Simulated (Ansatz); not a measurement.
The first iterations of a band of BrH + H4O4Zr (11 atoms, charge 0, multiplicity 1).

These are results of RKS PBE/def2-SVP in Ansatz, not measurements.

- movable images: 9
- climbing image: yes
- spring: 5.0 eV/Å²
- optimiser: quadratic models (default)
- start path: through a guess of the saddle point
- force threshold: 0.05 eV/Å
- iteration limit: 60
- end points: relaxed

Initial state:

```xyz
11
Properties=species:S:1:pos:R:3
Zr -0.235 -0.293 0.037
O -0.018 0.225 1.970
H -0.340 -0.067 2.840
O 1.514 -0.553 -0.731
H 2.394 -0.430 -1.112
O -1.189 1.108 -0.882
H -1.492 1.912 -1.324
O -1.252 -1.936 -0.033
H -1.683 -2.731 -0.375
Br 1.738 2.789 2.100
H 0.885 1.551 2.152
```

Final state:

```xyz
11
Properties=species:S:1:pos:R:3
Zr -0.329 0.382 0.139
O 0.640 -0.588 2.141
H 0.651 0.179 2.755
O 1.565 -0.128 -0.219
H 2.076 0.005 -1.035
O -0.819 1.272 -1.494
H -1.137 1.775 -2.255
O -1.603 -1.088 0.255
H -1.641 -1.929 0.740
Br -0.621 2.313 1.873
H 1.540 -0.618 1.741
```

| iteration | highest image above the first end (eV) | largest band force component (eV/Å) |
| --- | --- | --- |
| 1 | 6.832 | 26.675 |
| 2 | 1.243 | 1.842 |
| 3 | 0.700 | 1.575 |
| 4 | 0.220 | 1.552 |
| 5 | 0.180 | 1.425 |
| 6 | 0.117 | 1.280 |
| 7 | 0.091 | 0.895 |
| 8 | 0.048 | 2.073 |
| 9 | 0.040 | 0.439 |

Q: Does the band converge within its limit, and where does its top end?

A: The forces met the threshold. It ended after 28 iterations with the highest image 0.013 eV above the first end. Beside the main top the profile has a ripple of under 15 meV (maxima at images 1, 8), which may be a very shallow well or noise. A vibrational analysis at the climbing image gives 2 clearly imaginary modes (82i, 50i cm⁻¹): a point of higher order. A lower path may pass nearby, or the ends, which weren't checked, may share the extra mode. The orbitals stay closed-shell, which can raise the energy where a bond breaks towards radicals; this wasn't checked here.

The run took 9.9 min on 4 threads of Arm Neoverse V1, on a shared host, peak memory 0.23 GiB.
